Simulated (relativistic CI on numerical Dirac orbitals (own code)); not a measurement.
# Fe2+ in a cubic cluster: L2,3 absorption with charge transfer

Computed with a charge-transfer multiplet model of a cubic metal-ligand cluster with up to 3 ligand holes, Slater and spin-orbit integrals from Dirac-Coulomb-Breit ions, Slater integrals scaled by 0.7. The ground state mixes d6 with configurations of k ligand holes L, whose averages lie at kΔ + k(k − 1)U_dd/2; a core hole lowers each added d electron by U_cd. 20 K, Lorentzian 0.4 eV and Gaussian 0.3 eV FWHM.

Atomic integrals in eV (Slater integrals scaled, ζ unscaled), ground: F2dd 7.632, F4dd 4.739, zeta_d 0.049; with the core hole: F2dd 8.202, F4dd 5.098, zeta_d 0.067, zeta_core 8.135, F2cd 4.777, G1cd 3.552, G3cd 2.018.

Cluster parameters (eV): Δ = 2.8, U_cd = 8.5, 10Dq = 0.2, 10Dq(ligand) = 0.2, V(eg) = 2.15, V(t2g) = -1.13, final-state hopping factor = 0.8.

Weights, n_d and S are thermal averages at 20 K. Photon energies count from the first peak over 30 % of the highest in each spectrum, which can be another peak from case to case. The parameters are a model scan and need not match a compound or its usual spin state. Peaks in eV (height, largest 100): 0.0 (100), 2.1 (22), 12.7 (42), 14.8 (7).

(1) Which parameters give this spectrum?
A. U_dd = 9 eV
B. U_dd = 5.5 eV
C. U_dd = 6.9 eV
D. U_dd = 4.8 eV
E. U_dd = 7.6 eV

Results:

(1) A. U_dd = 9 eV; the ground state then has 6.30 d electrons and S = 2.00. The choice follows from running the model for each set and comparing peak positions and heights.
